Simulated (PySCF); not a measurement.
Isomers of C6H9FO2Si, mass 160.036 u with the commonest isotopes. Method used: PBE0/pcSseg-1 in PySCF (dipole) on a GFN2-xTB geometry, gas phase. One conformer each, none proved a minimum here; rigid rotors.

Task: Order these by out-of-plane moment Σ m c² = (Ia + Ib − Ic)/2, smallest first.
A. `[CH2:1]=[CH:2][CH2:3][C:4]1=[C:5]([O:6][SiH2:7][OH:8])[C@H:9]1[F:10]` with C1–C2–C3–C4 -114°, C2–C3–C4–C5 -123°, C4–C5–O6–Si7 172°, C5–O6–Si7–O8 176°, O6–Si7–O8–H 35°
B. `[O:1]=[C:2]([OH:3])[C:4]1=[CH:5][SiH2:6][C@@H:7]1[CH2:8][CH2:9][F:10]` with O1–C2–O3–H 0°, O1–C2–C4–C5 178°, Si6–C7–C8–C9 76°, C7–C8–C9–F10 -63°
C. `[CH2:1]=[CH:2][C@:3]1([O:4][CH3:5])[CH:6]=[C:7]([F:8])[SiH2:9][O:10]1` with C1–C2–C3–O4 -133°, C2–C3–O4–C5 62°

Result: B (18.45 u·Å²), A (29.67 u·Å²), C (141.97 u·Å²).

Task: Order these by rotational constant C, smallest first.
A. `[CH2:1]=[CH:2][C@:3]1([O:4][CH3:5])[CH:6]=[C:7]([F:8])[SiH2:9][O:10]1` with C1–C2–C3–O4 -133°, C2–C3–O4–C5 62°
B. `[CH2:1]=[CH:2][CH2:3][C:4]1=[C:5]([O:6][SiH2:7][OH:8])[C@H:9]1[F:10]` with C1–C2–C3–C4 -114°, C2–C3–C4–C5 -123°, C4–C5–O6–Si7 172°, C5–O6–Si7–O8 176°, O6–Si7–O8–H 35°
C. `[O:1]=[C:2]([OH:3])[C:4]1=[CH:5][SiH2:6][C@@H:7]1[CH2:8][CH2:9][F:10]` with O1–C2–O3–H 0°, O1–C2–C4–C5 178°, Si6–C7–C8–C9 76°, C7–C8–C9–F10 -63°

Result: B (416.0 MHz), C (550.5 MHz), A (822.4 MHz).

Task: Order these by dipole moment, smallest first.
A. `[CH2:1]=[CH:2][C@:3]1([O:4][CH3:5])[CH:6]=[C:7]([F:8])[SiH2:9][O:10]1` with C1–C2–C3–O4 -133°, C2–C3–O4–C5 62°
B. `[CH2:1]=[CH:2][CH2:3][C:4]1=[C:5]([O:6][SiH2:7][OH:8])[C@H:9]1[F:10]` with C1–C2–C3–C4 -114°, C2–C3–C4–C5 -123°, C4–C5–O6–Si7 172°, C5–O6–Si7–O8 176°, O6–Si7–O8–H 35°
C. `[O:1]=[C:2]([OH:3])[C:4]1=[CH:5][SiH2:6][C@@H:7]1[CH2:8][CH2:9][F:10]` with O1–C2–O3–H 0°, O1–C2–C4–C5 178°, Si6–C7–C8–C9 76°, C7–C8–C9–F10 -63°

Result: C (0.94 D), A (1.63 D), B (1.99 D).

| SMILES | point group | Ia (u·Å²) | Ib (u·Å²) | Ic (u·Å²) | κ | μa (D) | μb (D) | μc (D) |
| --- | --- | --- | --- | --- | --- | --- | --- | --- |
| O=C(O)C1=C[SiH2][C@@H]1CCF | C1 | 267.25 | 687.69 | 918.03 | -0.72 | 0.81 | 0.43 | 0.19 |
| C=C[C@]1(OC)C=C(F)[SiH2]O1 | C1 | 293.33 | 605.11 | 614.51 | -0.97 | 1.16 | 0.91 | 0.69 |
| C=CCC1=C(O[SiH2]O)[C@H]1F | C1 | 173.37 | 1100.69 | 1214.72 | -0.97 | 0.18 | 1.98 | 0.13 |
